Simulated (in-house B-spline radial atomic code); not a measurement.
A run on Nb (an excited or competing configuration) that did not converge. Method: scalar-relativistic (X2C) wB97X, spin-polarised, spherical fractional occupations, exact exchange averaged over the configuration, Fermi nucleus of rms radius 4.324 fm; computed with an all-electron radial atomic-structure program (B-spline basis).

Command:
```bash
python run_scf.py task.json out
```
Settings (nuclear radius in fm, mass in u):
```
Z                41
configuration    [Ar] 3d9 4s2 4p6 4d4 5s1 5f1
hamiltonian      x2c
method           wb97x
spin_polarised   True
nucleus          fermi
rms_radius       4.324
atomic_mass      92.90637
speed_of_light   137.035999084
exact_exchange   averaged over the configuration
```

First and last ten iterations of the last attempt (damped for 15 steps, keeping 80 % of the old Fock matrix, then DIIS):
```
 iter        energy (Eh)    residual
    1       -3804.999374    4.26e-01
    2       -3808.712158    2.54e-01
    3       -3810.213624    1.61e-01
    4       -3810.972971    1.10e-01
    5       -3811.387070    7.52e-02
    6       -3811.605912    5.36e-02
    7       -3811.697772    4.03e-02
    8       -3811.738799    3.08e-02
    9       -3811.759214    2.37e-02
   10       -3811.769420    1.89e-02
  111       -3811.782892    4.33e-04
  112       -3811.782896    3.24e-04
  113       -3811.782901    2.04e-04
  114       -3811.782871    9.92e-04
  115       -3811.782859    8.34e-04
  116       -3811.782824    1.22e-03
  117       -3811.782765    1.38e-03
  118       -3811.782871    9.69e-04
  119       -3811.782868    9.47e-04
  120       -3811.782881    8.34e-04
 not converged after 120 iterations
```

The smallest residual met was 2.0e-04; the threshold is about 4e-07. No energy from this run should be used. Cost of the run: 37 s on 1 thread of Arm Neoverse V1 (shared host).
